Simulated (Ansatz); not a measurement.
CH₅AlFNO, SMILES `[NH2][AlH][O]CF`. Charge 0, multiplicity 1. All single points use the PBE0-D4/def2-TZVP geometry. It is one conformer, not always the lowest.

```xyz
10

N     0.275    0.180   -1.894
Al    0.095   -1.076   -0.679
O    -0.142   -0.696    0.965
C    -0.245    0.436    1.696
F    -0.118    1.566    0.890
H     0.416    0.019   -2.877
H     0.249    1.166   -1.688
H     0.141   -2.606   -1.030
H     0.557    0.501    2.441
H    -1.228    0.511    2.174
```

Question: What is the dipole moment at r2SCAN/def2-TZVPP? (Estimate.)

Answer: Ansatz gave: 0.37 D, with components (0.03, 0.26, -0.26) D in this frame, pointing from negative to positive charge.

Question: And with PBE, B3LYP, ωB97M-V? (Best estimate.)

Answer: The calculation gave: PBE 0.42 D, B3LYP 0.29 D, ωB97M-V 0.29 D.

Question: Give the Mulliken charges with r2SCAN, ωB97M-V, B3LYP in def2-TZVPP. (An estimate is asked.)

Answer: The calculation gave: 
```tsv
atom	r2SCAN	ωB97M-V	B3LYP
N1	-0.48	-0.38	-0.42
Al2	0.57	0.52	0.54
O3	-0.40	-0.37	-0.38
C4	0.30	0.16	0.20
F5	-0.26	-0.26	-0.27
H6	0.15	0.11	0.13
H7	0.16	0.12	0.14
H8	-0.13	-0.10	-0.13
H9	0.05	0.10	0.09
H10	0.04	0.10	0.09
```

B3LYP here is the variant with VWN-RPA as its local correlation; programs differ in this.
